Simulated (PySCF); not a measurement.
Identify the compound

Molecular formula: C2HF5. Simulated spectra:

1H NMR (500 MHz, computed): δ 6.09 (tq, J = 58.0, 3.3 Hz, 1H).

13C{1H} NMR (computed): δ 127.5 (C, qt, J = 356.9, 31.1 Hz), 114.8 (CH, tq, J = 319.1, 43.7 Hz).

Level of theory: J: B3LYP/pcJ-1, σ from GIAO-PBE0/pcSseg-1, GFN2-xTB structure, in PySCF (averaged over atoms made equivalent by symmetry, fast rotation or ring inversion, one conformer, isolated molecule, non-relativistic Hamiltonian).

Chemical shifts δ = σref − σ; 1H, 13C vs TMS, all at this level.

Q: What is the structure?

A: 
1. Rings plus π bonds: 0.
2. 2 carbon signals for 2 carbons: no two carbons are equivalent.
3. Carbon types of the structure: 1 × C, 1 × CH, which accounts for all hydrogens.
4. δC 127.5: CF3 carbon; 3 electronegative neighbours deshield it.
5. δC 114.8: sp3 CH bonded to 2 F; 2 electronegative neighbours deshield it.
6. δH 6.09: hydrogen on an sp3 CH bonded to 2 F; its carbon carries F, which withdraws density.

Structure: SMILES FC(F)C(F)(F)F.

This is the structure that produced the data.

Common functionals overestimate the size of one-bond C–F couplings by tens of Hz; these are unscaled. Splittings below 1 Hz are ignored in the labels, and close J values are merged. Shifts are as computed. Against solution values, carbons near 30 ppm lie about +3 ppm off and those near 130 ppm about +5 ppm. Of 1211 compounds with measured shifts, 218 miss one by over three times the rms of a fit or turn the order of signals round; such compounds aren't used in these exercises.
